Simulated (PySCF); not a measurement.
Atom-mapped SMILES (the numbers label the heavy atoms): `[BH2:1][CH2:2][CH2:3][CH3:4]`. Each H is labelled by its parent atom.

PySCF 2.14.0 with density-fitted response routines calculation with coordinates at the PBE0-D3(BJ)/def2-SVP level and PBE0/pcSseg-1 with gauge-including orbitals; non-relativistic, isolated molecule, single conformer, fast rotation and ring inversion assumed for equivalent nuclei.

Referencing at the same level of theory: 13C (σ = 184.41 ppm) and 1H (σ = 31.27 ppm) vs TMS; 11B (σ = 100.73 ppm) against BF3·OEt2.

```json
{"atoms": "B1", "nucleus": "11B", "count": "1", "Hirshfeld charge": "0.16", "δ (ppm)": "92.1"}
{"atoms": "H(C2)", "nucleus": "1H", "count": "2", "Hirshfeld charge": "0.05", "δ (ppm)": "1.62"}
{"atoms": "C4", "nucleus": "13C", "count": "1", "Hirshfeld charge": "-0.12", "δ (ppm)": "?"}
{"atoms": "H(B1)", "nucleus": "1H", "count": "2", "Hirshfeld charge": "-0.06", "δ (ppm)": "7.79"}
{"atoms": "H(C3)", "nucleus": "1H", "count": "2", "Hirshfeld charge": "0.03", "δ (ppm)": "1.61"}
{"atoms": "C2", "nucleus": "13C", "count": "1", "Hirshfeld charge": "-0.14", "δ (ppm)": "?"}
{"atoms": "H(C4)", "nucleus": "1H", "count": "3", "Hirshfeld charge": "0.04", "δ (ppm)": "1.02"}
{"atoms": "C3", "nucleus": "13C", "count": "1", "Hirshfeld charge": "-0.06", "δ (ppm)": "24.3"}
```

Q: Estimate the values marked ?.

A: 
- C2: 38.6 ppm, sp3 CH2 bonded to B
- C4: 19.0 ppm, methyl carbon; aliphatic region, no heteroatom directly attached

Hydrogens on boron are broadened and split by 11B (spin 3/2, 80 %) and 10B (spin 3). A carbon bonded to boron is broadened by the quadrupolar boron nucleus and is often missing from a measured spectrum. Shifts are as computed. Against solution values, carbons near 30 ppm lie about +2 ppm off and those near 130 ppm about +5 ppm. Of 1211 compounds with measured shifts, 218 miss one by over three times the rms of a fit or turn the order of signals round; such compounds aren't used in these exercises.
